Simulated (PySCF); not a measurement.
C₂H₉AlO₄Si (SMILES [CH3][Al]([CH3])[O][Si](O)(O)O), singlet, geometry from GFN2-xTB (such geometries of metal compounds can be far from the true shape). Base run: DF-R2SCAN/def2-SV(P) run with PySCF.

The PySCF input:
```python
from pyscf import gto, scf, dft

mol = gto.M(
    atom='''
Al   -0.08361096    1.59059272    0.93055930
C     1.11752489    3.02428199    0.23274765
H     2.16434657    2.70498471    0.24167730
H     1.05563987    3.95047062    0.80606611
H     0.88254577    3.26911754   -0.80779408
C    -1.34209611    1.62721872    2.47896089
H    -2.36270423    1.38378647    2.16792379
H    -1.37590383    2.59633354    2.97894984
H    -1.06879980    0.88199479    3.23229515
O    -0.02580329    0.13964329    0.09061247
Si    0.06261606   -1.26432402   -0.73781197
O     1.21961170   -2.20704706   -0.10619565
O     0.41028313   -0.96727297   -2.29221237
O    -1.34768025   -2.05822347   -0.66254550
H     1.04529252   -2.63577188    0.72586984
H     1.26435372   -0.60037842   -2.49971675
H    -2.09831567   -1.69350873   -1.12069751
''',
    basis='def2-sv(p)',
    verbose=4,
)

mf = dft.RKS(mol)
mf.xc = 'r2scan'
mf = mf.density_fit(auxbasis='def2-universal-jkfit')
mf.kernel()
```

All variants below ran on the same shared machine, one core each. Differences are taken from the largest grid of the series, which the next largest meets within 10 µEh (grids.atom_grid = (150, 974): -913.957052 Eh). The cheapest run took around 17 core-seconds (rough).

| setting | grid points | cost, times the cheapest (rough) | difference in total energy (µEh) |
|---|---|---|---|
| grids.atom_grid = (30, 110) | 41824 | 1 | 5004 |
| grids.prune = dft.gen_grid.sg1_prune | 89808 | 1 | -48 |
| grids.atom_grid = (50, 194) | 111560 | 2 | -496 |
| base | 211200 | 2 | 13 |
| grids.level = 4 | 369240 | 4 | -16 |
| grids.atom_grid = (99, 590) | 545960 | 5 | 2 |
| grids.level = 7 | 1144344 | 10 | -1 |
| grids.atom_grid = (150, 974) | 1363864 | 10 | reference |

Times come from a shared machine, hold the start-up and are rough.
